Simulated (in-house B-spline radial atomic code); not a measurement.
N⁴⁺. Computed with a B-spline radial atomic code. Model: all-electron spherical atom, spin shells full or empty, radial basis limit, no spin-orbit coupling, Breit or QED, empty-state partial waves extrapolated as (l+1/2)^-4, RPA, G0W0 and static COHSEX of the highest shell as one setting changes (uncorrelated shells keep exact exchange).

Empty levels are discrete states of a finite basis, so the steps are uneven.

Given: element N; charge 4; filled core He; hamiltonian non-relativistic; mean-field start r2SCAN; highest l of empty states 9; lowest nl shells left uncorrelated 0; highest mean-field shell 2s up; box radius 11.96 bohr.

Shell: 2s 1 0 (electrons up and down).

| highest empty level kept (hartree) | RPA correlation energy (hartree) | G0W0 level (eV) | G0W0 minus most complete (meV) | COHSEX level (eV) | linearised minus solved G0W0 (meV) |
| --- | --- | --- | --- | --- | --- |
| 8.33 | -0.061111 | -99.186 | 171.6 | -101.59 | 145 |
| 16.67 | -0.073597 | -99.231 | 126.7 | -101.82 | 145.9 |
| 29.17 | ? | ? | ? | ? | ? |
| 50 | -0.10299 | -99.286 | 72.2 | -102.01 | 147.3 |
| 83.33 | -0.11757 | -99.311 | 47.4 | -102.08 | 148 |
| 150 | -0.12875 | -99.331 | 27 | -102.14 | 148.5 |
| 250 | -0.13578 | -99.344 | 13.7 | -102.18 | 148.9 |
| 500 | -0.14062 | -99.354 | 4.5 | -102.21 | 149.2 |
| 1000 | -0.14197 | -99.356 | 1.9 | -102.21 | 149.2 |
| 2083.3 | -0.14262 | -99.358 | 0.5 | -102.21 | 149.3 |
| 5000 | ? | ? | ? | ? | ? |
| 16667 | -0.14283 | -99.358 | 0 | -102.22 | 149.3 |

What follows for highest empty level kept = 29.17?

RPA correlation energy -0.087766 hartree; G0W0 level -99.259 eV; G0W0 minus most complete 98.7 meV; COHSEX level -101.93 eV; linearised minus solved G0W0 146.6 meV.

What follows for highest empty level kept = 5000?

RPA correlation energy -0.1428 hartree; G0W0 level -99.358 eV; G0W0 minus most complete 0.1 meV; COHSEX level -102.22 eV; linearised minus solved G0W0 149.3 meV.
